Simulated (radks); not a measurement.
The numbers below are computed, except where a source is named.
All-electron atom: Zr4+ in [Kr].

Level of theory: Dirac Kohn-Sham, LDA (Slater exchange, Perdew-Zunger correlation), spin-unpolarised, spherical densities, finite nucleus; Fermi nuclear charge, rms radius 4.2694 fm (a radial shooting solver on a logarithmic mesh with Libxc functionals).

Energy parts (hartree):
part                       energy
total                 -3592.12052
kinetic                3711.16230
electron-nucleus      -8616.52405
Hartree                1422.11897
exchange-correlation   -108.87774

Orbitals (lengths in bohr, moments of r in powers of bohr; <r^-3> diverges for s and p1/2; r(max) is where P^2 peaks; r(90%) holds 90 % of the orbital's charge):
orbital  occ.  eigenvalue (hartree)  r(90%)   r(max)  <r^-3>      <r^4>
1s1/2       2             -655.3811  0.0664  0.02417       -  8.906e-06
2s1/2       2             -92.18980   0.252   0.1373       -   0.001679
2p1/2       2             -84.58894   0.227   0.1070       -   0.001124
2p3/2       4             -81.43952   0.233   0.1106    2032   0.001245
3s1/2       2             -16.40304   0.680   0.4088       -    0.09120
3p1/2       2             -13.57231   0.691   0.3963       -    0.09650
3p3/2       4             -13.06953   0.706   0.4055   328.2     0.1054
3d3/2       4              -8.05954   0.725   0.3449   46.58     0.1191
3d5/2       6              -7.96750   0.730   0.3476   44.61     0.1226
4s1/2       2              -3.51436    1.73    1.068       -      3.806
4p1/2       2              -2.72816    1.91    1.145       -      5.641
4p3/2       4              -2.65630    1.95    1.169   47.14      6.097

The highest occupied level is 4p3/2 at -72.282 eV. For comparison, the ionisation energy in NIST's Atomic Spectra Database is 80.35 eV (semi-empirical). In exact Kohn-Sham theory the highest level is minus the ionisation energy, but local and semilocal functionals leave it too shallow, through self-interaction and a potential that decays too fast; potentials with the right tail come closer.
